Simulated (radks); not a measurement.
Results of a calculation; reference values are marked as such.
S, configuration [Ne] 3s2 3p4. Code: a radial shooting solver on a logarithmic mesh with Libxc functionals. Model: scalar-relativistic Kohn-Sham, PBE, spin-polarised, spherical densities, point nucleus; open shells are filled with parallel spins first.

Normalised radial functions P(r) = r R(r), r in bohr:

| r | 2p down | 3p down |
|---|---|---|
| 0.00403 | 0.0022 | 0.0006 |
| 0.005164 | 0.0035 | 0.0009 |
| 0.006617 | 0.0056 | 0.0015 |
| 0.008412 | 0.0089 | 0.0024 |
| 0.01078 | 0.0143 | 0.0038 |
| 0.01381 | 0.0228 | 0.0060 |
| 0.0177 | 0.0361 | 0.0096 |
| 0.02269 | 0.0568 | 0.0150 |
| 0.02907 | 0.0885 | 0.0234 |
| 0.03725 | 0.1360 | 0.0360 |
| 0.04736 | 0.2030 | 0.0536 |
| 0.06069 | 0.3009 | 0.0793 |
| 0.07777 | 0.4344 | 0.1142 |
| 0.09966 | 0.6071 | 0.1587 |
| 0.1277 | 0.8152 | 0.2111 |
| 0.1636 | 1.0422 | 0.2652 |
| 0.2097 | 1.2559 | 0.3093 |
| 0.2666 | 1.4046 | 0.3255 |
| 0.3416 | 1.4470 | 0.2940 |
| 0.4378 | 1.3429 | 0.1956 |
| 0.561 | 1.0997 | 0.0258 |
| 0.7189 | 0.7742 | -0.1976 |
| 0.9212 | 0.4536 | -0.4322 |
| 1.181 | 0.2129 | -0.6225 |
| 1.501 | 0.0790 | -0.7141 |
| 1.923 | 0.0202 | -0.6889 |
| 2.464 | 0.0034 | -0.5652 |
| 3.158 | 0.0003 | -0.3971 |
| 4.047 | 0.0000 | -0.2375 |
| 5.186 | 0.0000 | -0.1178 |
| 6.646 | 0.0000 | -0.0461 |

2p down: eigenvalue -156.15 eV, 0 radial nodes, <r> = 0.443 bohr, 90 % of the charge inside 0.737 bohr. 3p down: eigenvalue -5.977 eV, 1 radial node at r = 0.579 bohr, <r> = 2.12 bohr, 90 % of the charge inside 3.40 bohr.
